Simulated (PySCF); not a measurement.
Zn(iPr)(OSiH3), C3H10OSiZn, SMILES [CH]([Zn][O][SiH3])(C)C, GFN2-xTB optimised geometry.

```
16

Zn    -1.44    -2.16    -2.64
C     -2.21    -2.06    -4.51
C     -1.27    -1.19    -5.32
C     -3.59    -1.42    -4.39
H     -2.31    -3.03    -4.99
H     -1.71    -0.99    -6.30
H     -1.10    -0.23    -4.83
H     -0.31    -1.67    -5.47
H     -4.29    -2.07    -3.87
H     -3.98    -1.21    -5.39
H     -3.53    -0.47    -3.85
O     -1.00    -1.00    -1.34
Si    -0.47    -0.32     0.00
H     -0.97    -1.06     1.17
H     -1.00     1.06     0.00
H      1.00    -0.32     0.00
```

Density from PBE0/def2-TZVP run with PySCF 2.14.0 at that geometry.

Minimum of the electron density along straight lines between bonded atoms, close to the bond critical point (lines longer than 1.1 times the sum of covalent radii, or with two minima, are not listed):

```tsv
bond	length / Å	ρ at the minimum / e bohr⁻³	∇²ρ there / e bohr⁻⁵	position (fraction from the first atom)
Zn1–C2	2.028	0.098	0.17	0.49
C2–C3	1.522	0.246	-0.60	0.50
C2–C4	1.522	0.246	-0.60	0.50
C2–H5	1.089	0.281	-0.96	0.64
C3–H6	1.092	0.276	-0.93	0.64
C3–H7	1.090	0.278	-0.95	0.64
C3–H8	1.089	0.279	-0.96	0.64
C4–H9	1.088	0.279	-0.96	0.64
C4–H10	1.092	0.276	-0.93	0.64
C4–H11	1.090	0.279	-0.95	0.64
Zn1–O12	1.792	0.125	0.73	0.49
O12–Si13	1.597	0.150	1.02	0.58
Si13–H14	1.471	0.123	0.18	0.49
Si13–H15	1.469	0.124	0.19	0.49
Si13–H16	1.470	0.124	0.18	0.49
```
